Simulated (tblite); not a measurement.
SSi, triplet, geometry from GFN2-xTB (the spin is typed, not shown lowest); GFN1-xTB in tblite.

Input for tblite:
```
$ tblite run mol.xyz --method gfn1 --charge 0 --spin 2 --efield 0,0,0.1 --json tblite.json --no-restart

# file mol.xyz
2

Si    -0.00000000    -0.00000000    -1.11967259
S      0.00000000     0.00000000     0.97971351
```

Q: What does tblite print? Leave out banner, timings and long lists.

A: 
```
xTB calculator
 | screened Coulomb repulsion
 | Coulomb electrostatics
 |  * isotropic Klopman-Ohno-Mataga-Nishimoto electrostatics
 |  * onsite third-order electrostatics
 | DFT-D3(BJ) dispersion correction
 | Interactions (1)
 | [1] electric field

halogen bonding energy    0.0000000000000E+00 Eh
repulsion energy          1.4012100594193E-02 Eh
dispersion energy        -4.9608420798910E-04 Eh
interaction energy        0.0000000000000E+00 Eh
number of electrons       1.0000000000000E+01 e
integral cutoff           2.8146159136829E+01 bohr

------------------------------------------------------------
  cycle        total energy    energy error   density error
------------------------------------------------------------
      1     -5.354700618483  -5.3682166E+00   3.3091133E-01
      2     -5.374223408405  -1.9522790E-02   2.5040267E-01
      3     -5.390423243859  -1.6199835E-02   1.2509681E-01
      4     -5.392688648147  -2.2654043E-03   1.4321770E-02
      5     -5.392692993498  -4.3453510E-06   1.3707172E-02
      6     -5.392740842595  -4.7849097E-05   1.3019571E-04
      7     -5.392740843760  -1.1650627E-09   8.5862919E-05
      8     -5.392740845735  -1.9750921E-09   8.1224534E-07
------------------------------------------------------------

electronic energy        -5.4062568621214E+00 Eh
total energy             -5.3927408457352E+00 Eh

Post processing:
 | Mayer-Wiberg bond orders

[Info] JSON dump of results written to 'tblite.json'
```
